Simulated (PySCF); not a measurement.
## Re: electron affinity

Re⁻ [Xe] 4f14 5d6 6s2 (5D) → Re [Xe] 4f14 5d5 6s2 (6S), as a difference of total energies. Calculation: PySCF 2.14, in aug-cc-pVDZ-PP with ECP60MDF; scalar relativity through the core potential. Correlated levels: valence: 5s2 5p6 frozen. The calculations carry no spin-orbit coupling.

Task: Order these methods by the electron affinity they give, lowest first.
A. SCS-MP2 (valence)
B. CCSD(T) (valence)
C. UHF
D. MP2 (valence)

Result: C (-1.936 eV), D (-0.916 eV), A (-0.853 eV), B (-0.599 eV).

The reference lies between the lowest fine-structure levels, while these numbers refer to the centres of the terms.

Errors of the correlated levels include the incompleteness of this basis and the frozen core.

A negative affinity means that the anion lies above the atom at that level of theory.

The coupled-cluster amplitudes are large for Re⁻ (T1 above 0.03 or a double amplitude above 0.15), so a single reference is strained.

For comparison: 0.060 eV (measured; photodetachment measurements, as compiled on the Wikipedia data page of electron affinities).
